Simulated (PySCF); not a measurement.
# Electron correlation in Rb¹⁹⁺ (rubidium, charge +19)

Starting occupation: [Ar]. Calculation: PySCF 2.14, in an uncontracted even-tempered set (19 s from 0.67 bohr⁻², ratio 2.6; 14 p from 0.87 bohr⁻², ratio 2.6; 6 d from 0.89 bohr⁻², ratio 2.8; 3 f from 20 bohr⁻², ratio 2.8); X2C-1e with screened-nucleus spin-orbit coupling, Gaussian nucleus. Frozen: [Ne]; 8 electrons correlated; the 64 highest virtual spinors left out.

MP2 pair energies summed by pair of shells (mhartree):

```
       pair   energy  share (%)
3p3/2-3p3/2  -127.99       38.9
3p1/2-3p3/2  -121.54       36.9
3p1/2-3p1/2   -32.71        9.9
3p3/2-3s1/2   -22.88        7.0
3s1/2-3s1/2   -12.16        3.7
3p1/2-3s1/2   -11.71        3.6
```

Total MP2 correlation energy: -328.99 mhartree.

The virtual space was cut to 50 spinors, which keep -314.90 of the -328.99 mhartree of MP2 correlation.

| level | correlation energy (mhartree) |
| --- | --- |
| CCSD | -347.01 |
| (T) | -2.91 |
| CCSD(T) | -349.92 |

Diagnostics: T1 = 0.00059, largest double amplitude 0.046.

Q: Is a single reference adequate?

A: Yes: T1 lies below 0.03 and no double amplitude reaches 0.07.

The coupled-cluster values are those of the cut space; adding the MP2 remainder, -14.09 mhartree, estimates the full space.

At this charge the one-electron X2C treatment keeps the bare 1/r₁₂, with no two-electron picture change or Breit term. The effect here is smaller than on the frozen 1s shell.
